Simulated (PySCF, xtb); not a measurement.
C6H14, SMILES CCCCCC. The values are those of a single conformer.

Harmonic wavenumbers (cm⁻¹) from GFN2-xTB (xtb) at its own minimum, in rising order: 63, 86, 127, 165, 232, 251, 314, 401, 457, 771, 799, 834, 927, 930, 942, 1016, 1031, 1081, 1110, 1134, 1150, 1185, 1227, 1256, 1279, 1287, 1291, 1349, 1354, 1379, 1415, 1416, 1492, 1494, 1498, 1500, 1505, 1507, 1509, 1511, 2956, 2960, 2962, 2970, 2975, 2979, 2982, 2990, 3029, 3030, 3031, 3033, 3037, 3046.

What does r2SCAN-D4/def2-SVP run with PySCF give at its own minimum? (The exact figures need the calculation; the answer reports its results.)

69, 97, 140, 167, 254, 269, 316, 401, 460, 734, 755, 797, 886, 899, 907, 992, 1009, 1057, 1078, 1101, 1152, 1181, 1234, 1256, 1296, 1310, 1318, 1353, 1363, 1389, 1393, 1398, 1451, 1458, 1460, 1470, 1470, 1473, 1480, 1482, 3000, 3005, 3015, 3016, 3025, 3027, 3044, 3056, 3066, 3074, 3116, 3118, 3125, 3128. Paired by order, the mean absolute difference is 31 cm⁻¹ and the zero-point energies are 117.6 and 118.1 kcal/mol.
